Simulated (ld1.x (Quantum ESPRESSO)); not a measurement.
**u(r) = r·R(r): atom against pseudo-atom (rhenium)**

Columns: radius, all-electron u(r) and pseudo u(r) of the 6p shell (level -1.32 eV) of rhenium in the configuration [Xe] 4f14 5d5 6s2 6p0; PBE, scalar-relativistic, RRKJ scheme, ld1.x (Quantum ESPRESSO) 7.5.

```csv
r (bohr),all-electron,pseudo
0.140,-0.0794,0.0007
0.280,0.0721,0.0031
0.420,0.1020,0.0072
0.560,-0.0113,0.0137
0.700,-0.1253,0.0230
0.840,-0.1868,0.0356
0.980,-0.1949,0.0518
1.120,-0.1639,0.0718
1.260,-0.1091,0.0958
1.400,-0.0424,0.1234
1.540,0.0279,0.1542
1.680,0.0966,0.1874
1.820,0.1610,0.2224
1.960,0.2194,0.2581
2.100,0.2714,0.2936
2.240,0.3168,0.3281
2.380,0.3558,0.3605
2.520,0.3888,0.3902
2.660,0.4163,0.4164
2.800,0.4386,0.4386
2.940,0.4563,0.4563
3.080,0.4698,0.4698
3.220,0.4797,0.4797
3.360,0.4862,0.4862
3.500,0.4899,0.4899
3.640,0.4911,0.4911
```

(1) How many radial nodes do the two functions have?

(2) At about which radius was the pseudo-wave matched?

(3) Is the pseudo-wave norm-conserving?

Results:

(1) The all-electron 6p function has n − l − 1 = 4 (the table is too coarse to show those close to the nucleus); the pseudo-wave has 0, since the states of the same l below it are removed with the core.

(2) 2.80 bohr, where the columns begin to agree (steps of 0.14 bohr).

(3) Yes: the RRKJ scheme keeps the norm inside the radius equal to the all-electron one, which fixes the energy derivative of the logarithmic derivative at the level.
